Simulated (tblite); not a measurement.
Start geometry of `O=Cc1ccc(/C=C/c2ccc(O)cc2)cc1` from a force field or distance geometry (Å):
```
atom  x, y, z in Å
O1     6.6530    0.1014    0.8129
C2     5.8763   -0.5745    0.1329
C3     4.4383   -0.3203    0.0948
C4     3.6116   -1.1221   -0.7053
C5     2.2351   -0.8863   -0.7416
C6     1.6623    0.1621   -0.0123
C7     0.2318    0.4726   -0.0677
C8    -0.7259   -0.4611   -0.0930
C9    -2.1632   -0.1606   -0.1505
C10   -2.7421    0.8855    0.5958
C11   -4.1165    1.1304    0.5365
C12   -4.9259    0.3208   -0.2512
O13   -6.2727    0.5276   -0.3245
C14   -4.3753   -0.7253   -0.9871
C15   -3.0085   -0.9602   -0.9272
C16    2.5009    0.9806    0.7761
C17    3.8803    0.7424    0.8239
H18    6.2484   -1.4331   -0.4578
H19    4.0281   -1.9455   -1.2713
H20    1.6200   -1.5115   -1.3770
H21   -0.0233    1.5341   -0.0647
H22   -0.4853   -1.5219   -0.0908
H23   -2.1125    1.5202    1.2421
H24   -4.5359    1.9405    1.1204
H25   -6.5001    1.2904    0.2270
H26   -5.0324   -1.3530   -1.5890
H27   -2.5933   -1.7897   -1.5063
H28    2.0899    1.8077    1.3416
H29    4.5172    1.3770    1.4299
```

What comes out of this run: GFN2-xTB geometry optimisation, gas phase in tblite 0.8.0?

```
atom  x, y, z in Å
O1     6.7009    0.1621    0.6406
C2     5.8823   -0.5278    0.0836
C3     4.4374   -0.3087    0.0953
C4     3.5760   -1.1696   -0.5883
C5     2.2160   -0.9606   -0.5707
C6     1.6619    0.1167    0.1341
C7     0.2413    0.3825    0.1982
C8    -0.7341   -0.3483   -0.3674
C9    -2.1565   -0.0919   -0.2970
C10   -2.7164    0.9810    0.4017
C11   -4.0812    1.1725    0.4389
C12   -4.9351    0.2948   -0.2226
O13   -6.2834    0.4451   -0.2082
C14   -4.3948   -0.7789   -0.9268
C15   -3.0313   -0.9629   -0.9586
C16    2.5361    0.9769    0.8148
C17    3.8956    0.7715    0.7973
H18    6.1937   -1.4181   -0.5005
H19    3.9875   -2.0065   -1.1350
H20    1.5725   -1.6385   -1.1097
H21   -0.0200    1.2620    0.7716
H22   -0.4732   -1.2294   -0.9389
H23   -2.0814    1.6772    0.9266
H24   -4.4949    2.0105    0.9854
H25   -6.5258    1.2204    0.3130
H26   -5.0643   -1.4517   -1.4385
H27   -2.6257   -1.8003   -1.5079
H28    2.1284    1.8143    1.3636
H29    4.5686    1.4336    1.3219
```

The energy falls by 21.3 kJ/mol over 84 L-BFGS steps, the largest force on an atom goes from 2.08 to 0.010 eV/Å, and the atoms move by 0.283 Å rms after alignment. Among the bonds, O1=C2 and C16–C17 change most and about equally (-0.027 to -0.026 Å). Bonds longer at the end by more than 0.005 Å: 1 of 30; shorter: 17. Among the angles that change most is C3–C2–H18, from 116.9° to 113.7°. Among the dihedrals that turn most is C7–C8–C9–C10, from -41° to -1°. Rotational constants go from 2502, 137.2, 130.5 to 2590, 137.1, 130.2 MHz. The orientation of the end geometry is arbitrary; only internal coordinates are fixed.

Its lowest GFN2-xTB frequency is 9 cm⁻¹, too small to tell a flat minimum from a shallow saddle. The numbers are those of one conformer. 2 starts were optimised and ended at 0.00 and 0.02 kcal/mol (GFN2-xTB); the lowest of these is shown.

The numbers are calculated, not measured.
